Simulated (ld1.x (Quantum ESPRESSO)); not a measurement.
# cadmium (Cd): variants of one TM potential

Base potential:

ld1.x (Quantum ESPRESSO) 7.5 input, shortened:

```
&input
   title='Cd', zed=48., rel=2, dft='PZ', iswitch=3,
   config='[Kr] 4d10 5s1.5 5p0', rel_dist='average'
 /
 &inputp
   pseudotype=2, tm=.true., lloc=0,
   nlcc=.false.
 /
3
4P  2  1   6.00   0.00  1.60  1.60  0.0
4D  3  2  10.00   0.00  1.90  1.90  0.0
4S  1  0   2.00   0.00  1.35  1.35  0.0
 &test
   configts(1)='4s2 4p6 4d10 5s1.5 5p0'
 /
```

Open shells are filled in proportion to 2j + 1 (rel_dist='average').

Occupied shells without a wave of their own: 5s. They enter only through the test configuration that unscreens the potential.

All-electron outer shells of the reference configuration (LDA (PZ), scalar-relativistic, ld1.x):

| shell | level (eV) | outermost node (bohr) | outermost maximum (bohr) |
| --- | --- | --- | --- |
| 3d | -398.26 | – | 0.27 |
| 4s | -110.13 | 0.43 | 0.79 |
| 4p | -71.28 | 0.43 | 0.84 |
| 4d | -16.16 | 0.42 | 0.98 |
| 5s | -9.59 | 1.06 | 2.26 |
| 5p | -4.32 | 1.19 | 2.98 |

Cutoffs, loose and tight: the cutoffs (Ry, on a coarse ladder) from which the occupation-weighted sum of valence levels, in a spherical-Bessel basis at the reference potential, stays within 10 and 1 mRy of its value at 400 Ry. They do not see the model core or the augmentation charge, which bear on the density cutoff. Test errors are all-electron minus pseudo excitation energies from the reference, over the configurations 4s2 4p6 4d10 5s2 5p0; 4s2 4p6 4d10 5s1 5p0; 4s2 4p6 4d10 5s0 5p0; 4s2 4p6 4d8 5s0 5p0; 4s2 4p6 4d10 5s0 5p2; 4s2 4p6 4d9 5s2 5p1; 4s2 4p6 4d9 5s0 5p0. A dash means not determined; rows that change the core or the reference have their own tests.

Cutoffs are not given where the Bessel-basis levels miss the radial ones by over 6 mRy, ghosts where they miss by over 20 mRy; a channel whose overlap is not positive is not tested.

On the changes marked as counting shells twice: ld1.x takes every shell without a wave as core, so the model core holds the marked electrons as well and exchange and correlation see them twice. This cancels in the reference configuration, but the file is broken for other ones, and its errors say nothing about a proper core correction.

```csv
change,outcome,"cutoff, loose","cutoff, tight",bound ghosts,largest test error (meV)
base,"generated, misses its reference levels by 1.61 eV",–,–,none,-5919
type RRKJ; local potential the p channel; rho0 0.005,"generated, misses its reference levels by 3.99 eV",–,–,not determined,-1309
wave 4d (bound): rc 1.90 bohr becomes 4d (bound): rc 2.10 bohr,"generated, misses its reference levels by 1.61 eV",–,–,none,-5910
wave 4p (bound): rc 1.60 bohr becomes 4p (bound): rc 2.26 bohr,"generated, misses its reference levels by 1.61 eV",90 Ry,120 Ry,none,-5936
reference 4s2 4p6 4d10 5s1 5p1,"generated, misses its reference levels by 1.57 eV",–,–,none,-5876
wave 4s (bound): rc 1.35 bohr becomes 4s (bound): rc 1.10 bohr,"generated, misses its reference levels by 0.37 eV",–,–,none,-1396
local potential the d channel,"generated, misses its reference levels by 0.83 eV",90 Ry,120 Ry,none,-3777
"core correction full core density, not smoothed (it rises at the typed radius of 1.54 bohr, so ld1.x skipped the fit) (5s counted twice)","generated, misses its reference levels by 1.61 eV",–,–,none,-6663
scalar-relativistic,"generated, misses its reference levels by 1.61 eV",90 Ry,120 Ry,none,-5956
```
